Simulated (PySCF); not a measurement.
Species: BrCl.
Structure used (CAM-B3LYP/def2-TZVP), in Å, numbered top down from 1:
```xyz
2
BrCl angstrom
Cl     1.074   -0.007    0.000
Br    -1.070    0.005   -0.016
```

Computed with PySCF 2.14.0, CAM-B3LYP/def2-TZVP geometry optimisation, gas phase.

Masses are those of the commonest isotopes; rigid-rotor values at the optimised geometry. 

Task: What are the moment of inertia and the rotational constant?

Result: I = 111.423 u·Å², B = 505379 MHz·u·Å²/I = 4536 MHz (0.1513 cm⁻¹, or 0.218 K as hB/k). For two atoms I = μr² with μ = 24.2317 u and r = 2.1444 Å.

Task: List the first levels of a rigid rotor in a Σ state.

Result: E(J) = BJ(J+1): J = 1: 0.303, J = 2: 0.908, J = 3: 1.816, J = 4: 3.026, J = 5: 4.539, J = 6: 6.354 cm⁻¹.

Task: Where do the first rotational lines fall?

Result: The dipole is 0.49 D; J+1 ← J lies at 2B(J+1): 1 ← 0 at 9.07 GHz, 2 ← 1 at 18.14 GHz, 3 ← 2 at 27.21 GHz, 4 ← 3 at 36.29 GHz, 5 ← 4 at 45.36 GHz, 6 ← 5 at 54.43 GHz.

Task: Estimate the classical rotational partition function at 10 K, 25 K and 50 K.

Result: Point group C∞v, symmetry number σ = 1; q = kT/(σhB), k/h = 20836.6 MHz/K: 45.9 at 10 K, 115 at 25 K, 230 at 50 K.

Not checked by CAM-B3LYP/def2-TZVP frequencies. Zero-point vibration and centrifugal distortion are left out.
